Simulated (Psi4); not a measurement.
Input file for Psi4: SAPT0/jun-cc-pV(D+d)Z on CH6O2Si (a complex).

```
memory 8100 MB

molecule dimer {
0 1
Si    0.10655027   -0.31917526    0.64220098
H    -0.27518128   -0.53061173   -0.77427612
H     0.68623971   -1.55908719    1.19231386
H    -1.14324738    0.00998596    1.38020952
H     1.04486590    0.81481815    0.74117111
--
0 1
O     0.93794266    0.14230294    3.73155018
C     0.06477303    0.42683182    4.50336349
O    -1.22920204    0.56812499    4.19078299
H     0.21308397    0.61007662    5.57505572
H    -1.32833920    0.39955201    3.23527922
units angstrom
symmetry c1
no_reorient
no_com
}

set {
  basis jun-cc-pV(D+d)Z
  scf_type df
  freeze_core true
}

energy('sapt0')
```

Output:

```
[...]
==> Input File <==

--------------------------------------------------------------------------
memory 8100 MB

molecule dimer {
0 1
Si    0.10655027   -0.31917526    0.64220098
H    -0.27518128   -0.53061173   -0.77427612
H     0.68623971   -1.55908719    1.19231386
H    -1.14324738    0.00998596    1.38020952
H     1.04486590    0.81481815    0.74117111
--
0 1
O     0.93794266    0.14230294    3.73155018
C     0.06477303    0.42683182    4.50336349
O    -1.22920204    0.56812499    4.19078299
H     0.21308397    0.61007662    5.57505572
H    -1.32833920    0.39955201    3.23527922
units angstrom
symmetry c1
no_reorient
no_com
}

set {
  basis jun-cc-pV(D+d)Z
  scf_type df
  freeze_core true
}

energy('sapt0')
--------------------------------------------------------------------------


   => Loading Basis Set <=

    Name: JUN-CC-PV(D+D)Z
    Role: ORBITAL
    Keyword: BASIS
    atoms 1         entry SI         line   566 file jun-cc-pv_dpd_z.gbs
    atoms 2-5, 9-10 entry H          line    60 file jun-cc-pv_dpd_z.gbs
    atoms 6, 8      entry O          line   256 file jun-cc-pv_dpd_z.gbs
    atoms 7         entry C          line   188 file jun-cc-pv_dpd_z.gbs

   => Loading Basis Set <=

    Name: JUN-CC-PV(D+D)Z
    Role: ORBITAL
    Keyword: BASIS
    atoms 1         entry SI         line   566 file jun-cc-pv_dpd_z.gbs
    atoms 2-5, 9-10 entry H          line    60 file jun-cc-pv_dpd_z.gbs
    atoms 6, 8      entry O          line   256 file jun-cc-pv_dpd_z.gbs
    atoms 7         entry C          line   188 file jun-cc-pv_dpd_z.gbs


  //>>>>>>>>>>>>>>>>>>>>>>>>>>>>>>>>>>>//
  //              Dimer HF             //
  //<<<<<<<<<<<<<<<<<<<<<<<<<<<<<<<<<<<//

   => Libint2 <=

    Primary   basis highest AM E, G, H:  7, 6, 3
    Auxiliary basis highest AM E, G, H:  7, 7, 4
    Onebody   basis highest AM E, G, H:  -, -, -
    Solid Harmonics ordering:            Gaussian


   => Loading Basis Set <=

    Name: JUN-CC-PV(D+D)Z
    Role: ORBITAL
    Keyword: BASIS
    atoms 1         entry SI         line   566 file jun-cc-pv_dpd_z.gbs
    atoms 2-5, 9-10 entry H          line    60 file jun-cc-pv_dpd_z.gbs
    atoms 6, 8      entry O          line   256 file jun-cc-pv_dpd_z.gbs
    atoms 7         entry C          line   188 file jun-cc-pv_dpd_z.gbs


         ---------------------------------------------------------
                                   SCF
               by Justin Turney, Rob Parrish, Andy Simmonett
                          and Daniel G. A. Smith
                              RHF Reference
                        4 Threads,   7724 MiB Core
         ---------------------------------------------------------

  ==> Geometry <==

    Molecular point group: c1
    Full point group: C1

    Geometry (in Angstrom), charge = 0, multiplicity = 1:

       Center              X                  Y                   Z               Mass
    ------------   -----------------  -----------------  -----------------  -----------------
         SI           0.106550270000    -0.319175260000     0.642200980000    27.976926534650
         H           -0.275181280000    -0.530611730000    -0.774276120000     1.007825032230
         H            0.686239710000    -1.559087190000     1.192313860000     1.007825032230
         H           -1.143247380000     0.009985960000     1.380209520000     1.007825032230
         H            1.044865900000     0.814818150000     0.741171110000     1.007825032230
         O            0.937942660000     0.142302940000     3.731550180000    15.994914619570
         C            0.064773030000     0.426831820000     4.503363490000    12.000000000000
         O           -1.229202040000     0.568124990000     4.190782990000    15.994914619570
         H            0.213083970000     0.610076620000     5.575055720000     1.007825032230
         H           -1.328339200000     0.399552010000     3.235279220000     1.007825032230

  Running in c1 symmetry.

  Rotational constants: A =      0.32864  B =      0.02060  C =      0.01970 [cm^-1]
  Rotational constants: A =   9852.52346  B =    617.55865  C =    590.45390 [MHz]
  Nuclear repulsion =  154.002049117027752

  Charge       = 0
  Multiplicity = 1
  Electrons    = 42
  Nalpha       = 21
  Nbeta        = 21

  ==> Algorithm <==

  SCF Algorithm Type is DF.
  DIIS enabled.
  MOM disabled.
  Fractional occupation disabled.
  Guess Type is SAD.
  Energy threshold   = 1.00e-08
  Density threshold  = 1.00e-08
  Integral threshold = 1.00e-12

  ==> Primary Basis <==

  Basis Set: JUN-CC-PV(D+D)Z
    Blend: JUN-CC-PV(D+D)Z
    Number of shells: 53
    Number of basis functions: 111
    Number of Cartesian functions: 116
    Spherical Harmonics?: true
    Max angular momentum: 2

   => Loading Basis Set <=

    Name: (JUN-CC-PV(D+D)Z AUX)
    Role: JKFIT
    Keyword: DF_BASIS_SCF
    atoms 1         entry SI         line   506 file jun-cc-pvdz-jkfit.gbs
    atoms 2-5, 9-10 entry H          line    70 file jun-cc-pvdz-jkfit.gbs

[...]
:  -188.79155015383523

   => Energetics <=

    Nuclear Repulsion Energy =             70.2800033285382000
    One-Electron Energy =                -398.0112471257436368
    Two-Electron Energy =                 138.9396936433701910
    Total Energy =                       -188.7915501538352316

Computation Completed


Properties will be evaluated at   0.000000,   0.000000,   0.000000 [a0]

Properties computed using the SCF density matrix


 Multipole Moments:

 ------------------------------------------------------------------------------------
     Multipole            Electronic (a.u.)      Nuclear  (a.u.)        Total (a.u.)
 ------------------------------------------------------------------------------------

 L = 1.  Multiply by 2.5417464519 to convert [e a0] to [Debye]
 Dipole X            :          5.1517738           -5.7763109           -0.6245371
 Dipole Y            :        -17.3442255           17.4876068            0.1433813
 Dipole Z            :       -187.2382995          187.4781817            0.2398821
 Magnitude           :                                                    0.6842136

 ------------------------------------------------------------------------------------

  Constructing Basis Sets for SAPT...

   => Loading Basis Set <=

    Name: (JUN-CC-PV(D+D)Z AUX)
    Role: RIFIT
    Keyword: DF_BASIS_SAPT
    atoms 1         entry SI         line   376 file jun-cc-pvdz-ri.gbs
    atoms 2-5, 9-10 entry H          line    30 file jun-cc-pvdz-ri.gbs
    atoms 6, 8      entry O          line   188 file jun-cc-pvdz-ri.gbs
    atoms 7         entry C          line   100 file jun-cc-pvdz-ri.gbs

   => Loading Basis Set <=

    Name: (JUN-CC-PV(D+D)Z AUX)
    Role: JKFIT
    Keyword: DF_BASIS_ELST
    atoms 1         entry SI         line   506 file jun-cc-pvdz-jkfit.gbs
    atoms 2-5, 9-10 entry H          line    70 file jun-cc-pvdz-jkfit.gbs
    atoms 6, 8      entry O          line   258 file jun-cc-pvdz-jkfit.gbs
    atoms 7         entry C          line   146 file jun-cc-pvdz-jkfit.gbs


  //>>>>>>>>>>>>>>>>>>>>>>>>>>>>>>>>>>>//
  //               SAPT0               //
  //<<<<<<<<<<<<<<<<<<<<<<<<<<<<<<<<<<<//



        SAPT0
    Ed Hohenstein
     6 June 2009

      Orbital Information
  --------------------------
    NSO        =       111
    NMO        =       111
    NRI        =       364
    NRI (Elst) =       496
    NOCC A     =         9
    NOCC B     =        12
    FOCC A     =         5
    FOCC B     =         3
    NVIR A     =       102
    NVIR B     =        99

    Elst10,r            =    -0.005919792111 [Eh]
    Exch10              =     0.009153392259 [Eh]
    Exch10 (S^2)        =     0.009108850760 [Eh]

    Maxiter = 50
    CPHF R converge = 1.000000E-08

    Iter     Energy [mEh]          dE [mEh]         Residual      Time [s]
       1      -2.78485062       2.784850621     8.578494e-03             0
       2      -3.64118622       0.856335600     1.597134e-03             0
       3      -3.62700983      -0.014176388     3.296230e-04             0
       4      -3.62279983      -0.004210002     5.764468e-05             0
       5      -3.62407865       0.001278824     1.019338e-05             0
       6      -3.62393307      -0.000145586     1.939708e-06             0
       7      -3.62393925       0.000006181     2.744820e-07             0
       8      -3.62394082       0.000001571     3.722044e-08             0
       9      -3.62394052      -0.000000305     3.832058e-09             1

    CHF Iterations converged

    Maxiter = 50
    CPHF R converge = 1.000000E-08

    Iter     Energy [mEh]          dE [mEh]         Residual      Time [s]
       1      -1.03382041       1.033820407     4.838128e-03             0
       2      -1.29835997       0.264539559     1.633653e-03             0
       3      -1.30869824       0.010338273     5.931742e-04             0
       4      -1.30165019      -0.007048044     1.993235e-04             0
       5      -1.30134446      -0.000305737     8.076076e-05             0
       6      -1.30203642       0.000691966     2.777714e-05             0
       7      -1.30203378      -0.000002646     9.898272e-06             0
       8      -1.30197231      -0.000061467     2.549419e-06             0
       9      -1.30197037      -0.000001937     6.527910e-07             0
      10      -1.30197426       0.000003889     1.201269e-07             0
      11      -1.30197348      -0.000000784     2.236474e-08             0
      12      -1.30197354       0.000000060     5.164387e-09             0

    CHF Iterations converged

    Ind20,r (A<-B)      =    -0.003623940516 [Eh]
    Ind20,r (B<-A)      =    -0.001301973539 [Eh]
    Ind20,r             =    -0.004925914055 [Eh]
    Exch-Ind20,r (A<-B) =     0.001797439498 [Eh]
    Exch-Ind20,r (B<-A) =     0.001055825042 [Eh]
    Exch-Ind20,r        =     0.002853264540 [Eh]
    Disp20              =    -0.003829138046 [Eh]
    Disp20 (SS)         =    -0.001914569023 [Eh]
    Disp20 (OS)         =    -0.001914569023 [Eh]
    Exch-Disp20         =     0.000521490581 [Eh]
    Exch-Disp20 (SS)    =     0.000293942065 [Eh]
    Exch-Disp20 (OS)    =     0.000227548515 [Eh]

    SAPT Results
  --------------------------------------------------------------------------------------------------------
    Electrostatics                 -5.91979211 [mEh]      -3.71472563 [kcal/mol]     -15.54241205 [kJ/mol]
      Elst10,r                     -5.91979211 [mEh]      -3.71472563 [kcal/mol]     -15.54241205 [kJ/mol]

    Exchange                        9.15339226 [mEh]       5.74384036 [kcal/mol]      24.03222807 [kJ/mol]
      Exch10                        9.15339226 [mEh]       5.74384036 [kcal/mol]      24.03222807 [kJ/mol]
      Exch10(S^2)                   9.10885076 [mEh]       5.71589015 [kcal/mol]      23.91528438 [kJ/mol]

    Induction                      -3.11706365 [mEh]      -1.95598697 [kcal/mol]      -8.18384948 [kJ/mol]
      Ind20,r                      -4.92591405 [mEh]      -3.09105774 [kcal/mol]     -12.93298557 [kJ/mol]
      Exch-Ind20,r                  2.85326454 [mEh]       1.79045053 [kcal/mol]       7.49124502 [kJ/mol]
      delta HF,r (2)               -1.04441413 [mEh]      -0.65537976 [kcal/mol]      -2.74210893 [kJ/mol]

    Dispersion                     -3.30764747 [mEh]      -2.07558012 [kcal/mol]      -8.68422722 [kJ/mol]
      Disp20                       -3.82913805 [mEh]      -2.40282040 [kcal/mol]     -10.05340056 [kJ/mol]
      Exch-Disp20                   0.52149058 [mEh]       0.32724028 [kcal/mol]       1.36917333 [kJ/mol]
      Disp20 (SS)                  -1.91456902 [mEh]      -1.20141020 [kcal/mol]      -5.02670028 [kJ/mol]
      Disp20 (OS)                  -1.91456902 [mEh]      -1.20141020 [kcal/mol]      -5.02670028 [kJ/mol]
      Exch-Disp20 (SS)              0.29394207 [mEh]       0.18445143 [kcal/mol]       0.77174479 [kJ/mol]
      Exch-Disp20 (OS)              0.22754852 [mEh]       0.14278885 [kcal/mol]       0.59742854 [kJ/mol]

  Total HF                          0.11653650 [mEh]       0.07312776 [kcal/mol]       0.30596654 [kJ/mol]
  Total SAPT0                      -3.19111096 [mEh]      -2.00245236 [kcal/mol]      -8.37826068 [kJ/mol]

  Special recipe for scaled SAPT0 (see Manual):
    Electrostatics sSAPT0          -5.91979211 [mEh]      -3.71472563 [kcal/mol]     -15.54241205 [kJ/mol]
    Exchange sSAPT0                 9.15339226 [mEh]       5.74384036 [kcal/mol]      24.03222807 [kJ/mol]
    Induction sSAPT0               -3.07500198 [mEh]      -1.92959287 [kcal/mol]      -8.07341659 [kJ/mol]
    Dispersion sSAPT0              -3.29995986 [mEh]      -2.07075608 [kcal/mol]      -8.66404343 [kJ/mol]
  Total sSAPT0                     -3.14136170 [mEh]      -1.97123422 [kcal/mol]      -8.24764400 [kJ/mol]
  --------------------------------------------------------------------------------------------------------



*** Psi4 exiting successfully. Buy a developer a beer!
```

The run finished.

Cost: around 14 core-seconds (rough).
